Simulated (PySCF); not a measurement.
Simulated absorption spectrum

Compound: C2H8P2SSi2.
Atom-mapped SMILES: `[CH3:1][C:2](=[S:3])[SiH:4]1[PH:5][SiH2:6][PH:7]1` (hydrogens: H8, H9, H10 on C1; H11 on Si4; H12 on P5; H13, H14 on Si6; H15 on P7)

Computed, not measured: PySCF 2.14.0, density-fitted response routines, TDDFT CAM-B3LYP/def2-SVPD, vertical, gas phase, core orbitals frozen in the response. Isolated species at its GFN2-xTB geometry (one conformer only).

Computed states:

```tsv
state	E (eV)	f
S1	2.10	0.0000
S2	3.45	0.026
S3	4.67	0.0090
S4	4.73	0.0002
S5	4.84	0.0008
S6	5.12	0.0017
S7	5.18	0.086
S8	5.36	0.0054
```

Broadening: Gaussians 0.5 eV wide at half height, area fixed by f = 4.319×10⁻⁹ ∫ε dν̃. The cross-section is σ = 3.8235×10⁻²¹ ε cm², given in Mb (10⁻¹⁸ cm²). The width is an assumption, not a result. The curve ends short of the highest state used, and states not computed would add to its high-energy end.

(1) What does the envelope look like, and where are its maxima?

(2) On this curve, what absorbance would a 10⁻⁴ mol/L sample give at 450 nm over a 1 cm path?

(3) Coming from long wavelengths, where does ε first pass 100 L mol⁻¹ cm⁻¹?

(4) Does any computed singlet lie in the visible range?

Answers

(1) 
```
E (eV)  σ (Mb)
  1.35    0.00
  1.46    0.00
  1.58    0.00
  1.70    0.00
  1.82    0.00
  1.94    0.00
  2.05    0.00
  2.17    0.00
  2.29    0.00
  2.41    0.00
  2.52    0.00
  2.64    0.00
  2.76    0.03
  2.88    0.14
  2.99    0.51
  3.11    1.48
  3.23    3.13
  3.35    4.80
  3.46    5.37
  3.58    4.46
  3.70    2.70
  3.82    1.19
  3.94    0.38
  4.05    0.13
  4.17    0.14
  4.29    0.40
  4.41    0.95
  4.52    1.69
  4.64    2.73
  4.76    4.52
```

Maxima: 359 nm (3.45 eV), ε about 1400, made up of S2 (100%) (ε in L mol⁻¹ cm⁻¹; maxima over ε = 5, shares over 10%). At its high-energy end, 4.76 eV, the curve is still rising (ε about 1200, from S3 and S7).

(2) 450 nm is 2.755 eV, where ε is about 6.6 L mol⁻¹ cm⁻¹, so A = ε c l ≈ 0.00066 (Beer–Lambert, with the gas-phase spectrum and the assumed width).

(3) At about 418 nm (2.96 eV), 0.87 eV above S1.

(4) S1 lies in the visible range (380 to 750 nm), at 591 nm, dark in the vertical dipole picture (f under 0.0005); light of that wavelength is yellow, and its complementary colour is blue; a Tamm–Dancoff triplet lies at 444 nm, without intensity as long as spin–orbit coupling is left out.
